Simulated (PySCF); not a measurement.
Electron correlation in Si (silicon, neutral)

[Ne] 3s2 3p2, high-spin 3P determinant. All numbers are calculated (PySCF 2.14, scalar relativity by spin-free X2C-1e, in x2c-SVPall). Frozen: [Ne]; 4 electrons correlated.

MP2 pair energies summed by pair of shells (mhartree):

```
 pair  energy  share (%)
3s-3p  -25.36       58.3
3s-3s  -14.10       32.4
3p-3p   -4.05        9.3
```

Total MP2 correlation energy: -43.51 mhartree.

Same-spin part -6.93 and opposite-spin part -36.59 mhartree; SCS-MP2 scales them by 1/3 and 6/5 to -46.21 mhartree.

| level | correlation energy (mhartree) |
| --- | --- |
| CCSD | -61.43 |
| (T) | -0.97 |
| CCSD(T) | -62.40 |

Diagnostics: T1 = 0.010, D1 = 0.0230, largest double amplitude 0.111.

Is a single reference adequate?

Mostly. T1 lies below 0.03, but a double amplitude of this size points to a near-degeneracy that CCSD handles and MP2 describes poorly.
